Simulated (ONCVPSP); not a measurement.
## Transferability test, ONCV potential for Se (Z = 34)

* Element: Se (Z = 34)
* Generator: ONCVPSP 4.0.1
* Type: optimised norm-conserving Vanderbilt (ONCV)
* Functional: PBEsol
* Relativity: scalar-relativistic
* Frozen core: [Ne]
* Valence charge: 24
* Reference configuration: 3s2 3p6 3d10 4s2 4p4
* Partial waves: 3s+4s: rc 0.95 bohr, ncon 3, nbas 6, qcut 14.3 1/bohr, 2 projectors; 3p+4p: rc 0.90 bohr, ncon 4, nbas 9, qcut 17 1/bohr, 2 projectors; 3d: rc 0.90 bohr, ncon 5, nbas 10, qcut 19.9 1/bohr, 2 projectors, debl 2.9 Ha
* Local potential: polynomial inside 0.70 bohr (lpopt 3, dvloc0 0 Ha)
* Core correction: Teter function, fcfact 4.75, rcfact 1.3

Energies are relative to the spin-unpolarised reference configuration 3s2 3p6 3d10 4s2 4p4; without spin polarisation the order of configurations can differ from experiment.

Problem. Give the all-electron excitation energy and the error of the potential for: 3s2 3p6 3d10 4s2 4p3; 3s2 3p6 3d10 4s2 4p2; 3s2 3p6 3d10 4s2 4p1; 3s2 3p6 3d10 4s2 4p0.

Solution.

| valence configuration | charge | ΔE all-electron (eV) | error AE − PS (meV) |
| --- | --- | --- | --- |
| 3s2 3p6 3d10 4s2 4p3 | +1 | 10.850 | -0.5 |
| 3s2 3p6 3d10 4s2 4p2 | +2 | 31.217 | -2.0 |
| 3s2 3p6 3d10 4s2 4p1 | +3 | 62.119 | -4.3 |
| 3s2 3p6 3d10 4s2 4p0 | +4 | 104.330 | -7.3 |

Levels in the configuration 3s2 3p6 3d10 4s2 4p2:

```tsv
level	all-electron (eV)	pseudo (eV)
3s	-235.856	-235.857
3p	-175.514	-175.510
3d	-75.822	-75.824
4s	-37.669	-37.668
4p	-25.491	-25.489
```
